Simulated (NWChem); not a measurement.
A series in which one site is exchanged, each optimised at B3LYP/6-31G* with NWChem, gas phase unless a solvent is named. All stand in one matching conformer (torsions within 35°), which need not be the lowest. Pople sets run with spherical d functions. This build's default masses of Se (78.918 u) and Br (79.917 u) are each other's, which moves their modes by up to 0.6 %. Shieldings are non-relativistic GIAO values without spin-orbit effects.

A: [OH][GaH][Br] (GaH2OBr; site = Br)
B: [F][GaH][OH] (GaH2OF; site = F)
C: [OH][GaH][Cl] (GaH2OCl; site = Cl)
D: [OH][GaH2] (GaH3O; site = H)

Values for A:

```
Item                                                      Result
--------------------------------------------------------  ------
dipole (D), B3LYP/6-31G*                                    3.06
highest harmonic frequency (cm⁻¹), B3LYP/6-31G*             3757
static polarisability, CAM-B3LYP/def2-SVPD (bohr³)          54.6
lowest singlet excitation, CAM-B3LYP/def2-SVPD, TDA (eV)    5.85
Ga absolute shielding, PBE0/pcSseg-1 (ppm)                1347.4
```

Question: How do these values change for the other members?

Answer: 
```json
[
 {"change from A": "dipole (D), B3LYP/6-31G*", "B": "-2.58", "C": "+0.26", "D": "-1.47"},
 {"change from A": "highest harmonic frequency (cm⁻¹), B3LYP/6-31G*", "B": "+1", "C": "+3", "D": "+13"},
 {"change from A": "static polarisability, CAM-B3LYP/def2-SVPD (bohr³)", "B": "-23.2", "C": "-8.2", "D": "-19.6"},
 {"change from A": "lowest singlet excitation, CAM-B3LYP/def2-SVPD, TDA (eV)", "B": "+1.28", "C": "+0.50", "D": "+0.01"},
 {"change from A": "Ga absolute shielding, PBE0/pcSseg-1 (ppm)", "B": "+148.6", "C": "+28.9", "D": "-40.7"}
]
```
